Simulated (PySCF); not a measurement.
Computed shifts of a molecule C5H8S, PBE/pcSseg-1 (PySCF), GIAO, gas phase, equivalent atoms averaged, in ppm (number of nuclei): ¹³C: 85.4 (1), 79.6 (1), 34.9 (1), 25.3 (1), 7.4 (1). ¹H: 3.50 (2), 2.19 (3), 2.19 (3). References: ¹³C against TMS (σ = 182.0 ppm); ³³S against H2S (σ = 706.5 ppm); ¹H against TMS (σ = 31.49 ppm), references at their B3LYP-D3(BJ)/def2-TZVP geometries, non-relativistic. Geometry: B3LYP-D3(BJ)/def2-SVP. Other conformers were not sampled.

Question: Pick the molecule that these values belong to.
A) CC#CCSC
B) C=C[C@@H]1C[C@H]1S
C) CC#C[C@@H](C)S
D) C#C[C@H](C)SC

Answer: A, CC#CCSC
